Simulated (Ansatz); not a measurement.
`[SiH3][O][Cd][O][SiH3]` and `[SiH3][O][Zn][O][SiH3]` differ in one element.

Ansatz, PBE0-D4/def2-TZVP geometries, multiplicity 1. Each molecule was computed in one conformer, which needn't be the lowest.

Elements past krypton have def2 core potentials. Scalar relativity is left out up to krypton.

| property | `[SiH3][O][Cd][O][SiH3]` |
| --- | --- |
| size of the dipole moment (ωB97M-V/def2-TZVPP) / D | 0.02 |
| size of the dipole moment (B3LYP/def2-TZVPP) / D | 0.02 |
| size of the dipole moment (PBE/def2-TZVPP) / D | 0.08 |
| LUMO energy (ωB97M-V/def2-TZVPP) / eV | -0.27 |
| LUMO energy (B3LYP/def2-TZVPP) / eV | -2.34 |
| HOMO–LUMO gap (ωB97M-V/def2-TZVPP) / eV | 10.26 |

(1) What does the change do to each property? (Estimate.)

Results:

(1) Computed: 
| property | `[SiH3][O][Zn][O][SiH3]` | shift |
| --- | --- | --- |
| size of the dipole moment (ωB97M-V/def2-TZVPP) / D | 0.14 | 0.12 |
| size of the dipole moment (B3LYP/def2-TZVPP) / D | 0.16 | 0.14 |
| size of the dipole moment (PBE/def2-TZVPP) / D | 0.07 | -0.01 |
| LUMO energy (ωB97M-V/def2-TZVPP) / eV | 0.13 | 0.40 |
| LUMO energy (B3LYP/def2-TZVPP) / eV | -1.84 | 0.50 |
| HOMO–LUMO gap (ωB97M-V/def2-TZVPP) / eV | 10.83 | 0.57 |

With PBE0 the HOMO falls by 0.15 eV and the LUMO rises by 0.49 eV, so the gap widens by about 0.64 eV. PBE moves the HOMO by -0.14 eV and ωB97M-V by -0.16 eV. Dipoles are sizes alone; their direction can turn.

B3LYP here is the variant with VWN-RPA as its local correlation; programs differ in this.
